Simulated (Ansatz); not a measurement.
One change: `F[Si]1(Br)BC1` becomes `F[SiH]1BC1`.

Ansatz, PBE0-D4/def2-TZVP geometries, multiplicity 1. 

Scalar relativity is left out up to krypton.

```csv
property,`F[Si]1(Br)BC1`
LUMO energy (PBE/def2-TZVPP) / eV,-2.62
LUMO energy (PBE0/def2-TZVPP) / eV,-1.72
HOMO–LUMO gap (ωB97M-V/def2-TZVPP) / eV,9.71
HOMO–LUMO gap (PBE/def2-TZVPP) / eV,3.65
HOMO energy (PBE0/def2-TZVPP) / eV,-7.36
size of the dipole moment (PBE/def2-TZVPP) / D,0.88
```

**Question.** Give the same properties after the change, and the shifts. (Best estimate.)

**Answer.** Computed: 
```csv
property,`F[SiH]1BC1`,shift
LUMO energy (PBE/def2-TZVPP) / eV,-2.59,0.03
LUMO energy (PBE0/def2-TZVPP) / eV,-1.68,0.04
HOMO–LUMO gap (ωB97M-V/def2-TZVPP) / eV,9.58,-0.13
HOMO–LUMO gap (PBE/def2-TZVPP) / eV,3.51,-0.14
HOMO energy (PBE0/def2-TZVPP) / eV,-7.19,0.17
size of the dipole moment (PBE/def2-TZVPP) / D,0.97,0.09
```

Dipoles are sizes alone; their direction can turn.

Spin–orbit coupling is left out; it splits and shifts lone-pair levels of the heavy atoms by tenths of an eV.
